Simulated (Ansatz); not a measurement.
Geometry optimisation, UKS B3LYP-D4/def2-SVP (Ansatz 0.2.0).

Input:

```yaml
crystal:
  periodic: [false, false, false]
  atoms:
    - { symbol: F, position_ang: [-1.1711, -0.1876, 1.0503] }
    - { symbol: Si, position_ang: [-0.3662, -0.2388, -0.3148] }
    - { symbol: I, position_ang: [1.9352, -0.7227, 0.2512] }
    - { symbol: H, position_ang: [-0.3424, 1.0888, -1.0071] }
magnetization:
  spin_polarized: true
  initial_magnetization: 1
basis:
  gaussian: { orbitals: def2-SVP }
hamiltonian:
  xc: b3lyp
  dispersion: d4
relax:
  f_tol: 0.015
  max_steps: 40
output:
  orbitals: {}
```

Run as:

```bash
$ ansatz run input.yaml --threads 1 --pin off --max-ram 2048MiB --backend cpu --events-out ev --progress --plain --runs-dir out
```

Question: Where does it end, and by what steps?

Answer: The run converged. After 10 steps the energy has fallen by 0.071 eV; I3 moved furthest, 0.08 Å.

```csv
step,energy less start (eV),largest force component (eV/Å),accepted
0,0.0000,1.464,yes
1,-0.0293,0.752,yes
2,-0.0666,0.271,yes
3,-0.0689,0.082,yes
4,-0.0701,0.082,yes
5,-0.0703,0.035,yes
6,-0.0702,0.097,no
7,-0.0706,0.020,yes
8,-0.0707,0.017,yes
9,-0.0706,0.016,no
10,-0.0707,0.003,yes
```

```xyz
4
Properties=species:S:1:pos:R:3
F -1.220 -0.143 1.041
Si -0.341 -0.256 -0.325
I 2.008 -0.754 0.247
H -0.391 1.092 -0.984
```

Whether the end is a true minimum wasn't checked by a vibrational analysis.

Run time: 45 s on 1 thread of Intel(R) Xeon(R) Platinum 8488C (Sapphire Rapids), on a shared host, peak memory 0.18 GiB.
